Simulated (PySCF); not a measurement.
Two species compared at the same levels of theory.

First species: C₂H₁₃NOSi₄.
Z-matrix (Å and degrees, GFN2-xTB geometry), rows numbered from 1:
```
C 
N   1  1.4400
Si  2  1.7024  1  126.27
C   3  1.9216  2  103.26  1  -174.43
O   4  1.2203  3  119.44  2     5.98
Si  4  1.9189  3  122.09  2  -178.93
Si  6  2.3162  4  105.87  3   -94.59
Si  7  2.3194  6  116.14  4  -104.15
H   1  1.0877  2  108.90  3   -21.64
H   1  1.0955  2  112.13  3    98.11
H   1  1.0926  2  110.58  3  -140.88
H   2  1.0098  1  113.32  3  -162.33
H   3  1.4656  2  110.70  1    67.63
H   3  1.4728  2  116.75  1   -57.92
H   6  1.4677  4  105.66  3    30.37
H   6  1.4658  4  106.79  3   144.41
H   7  1.4743  6  108.97  4   131.47
H   7  1.4753  6  108.82  4    20.10
H   8  1.4667  7  111.05  6   -33.82
H   8  1.4639  7  112.89  6    86.12
H   8  1.4658  7  113.30  6  -153.14
```

Second species: C8H15P.
Cartesian coordinates in Å at the GFN2-xTB level; atoms count from 1:
```xyz
24
C8H15P angstrom
C      3.242    0.372   -1.248
C      2.059    0.142   -0.355
C      2.281   -0.890    0.703
P      0.673    1.042   -0.674
C     -0.568    0.468    0.624
C     -1.804    1.368    0.537
C     -2.632    0.701   -0.552
C     -2.524   -0.781   -0.198
C     -1.096   -0.955    0.344
H      4.093    0.737   -0.670
H      3.012    1.099   -2.024
H      3.547   -0.562   -1.723
H      2.305   -1.885    0.255
H      3.247   -0.726    1.183
H      1.507   -0.884    1.465
H     -0.099    0.549    1.608
H     -1.547    2.401    0.299
H     -2.348    1.356    1.484
H     -2.168    0.888   -1.523
H     -3.662    1.051   -0.582
H     -2.718   -1.424   -1.055
H     -3.251   -1.024    0.579
H     -1.095   -1.556    1.254
H     -0.465   -1.463   -0.388
```

Levels: PBE0/pcSseg-1 for HOMO energy, LUMO energy and HOMO–LUMO gap. Geometries: GFN2-xTB. Each structure is a single optimised conformer of the isolated species, non-relativistic unless stated. Electronic properties by PySCF.

Dipoles, sizes and rotational constants follow the conformer. The torsions of the flexible species, by atom-mapped SMILES:
- `[CH3:1][NH:2][SiH2:3][C:4](=[O:5])[SiH2:6][SiH2:7][SiH3:8]`: C1–N2–Si3–C4 -174°, N2–Si3–C4–O5 6°, Si3–C4–Si6–Si7 -95°, C4–Si6–Si7–Si8 -104°

The conformers of `CC(C)=PC1CCCC1` aren't listed.

Values for the first species:

- HOMO energy: -6.37 eV
- LUMO energy: -1.82 eV
- HOMO–LUMO gap: 4.55 eV

Question: Estimate the same properties for the second species, and the change in each.

Answer: 
```
     property     first    second  second less first
  HOMO energy  -6.37 eV  -6.51 eV           -0.14 eV
  LUMO energy  -1.82 eV  -1.07 eV           +0.75 eV
HOMO–LUMO gap   4.55 eV   5.44 eV           +0.89 eV
```

On the first:  GFN2-xTB frequencies show an imaginary mode (20i cm⁻¹), so this geometry is no minimum at that level.

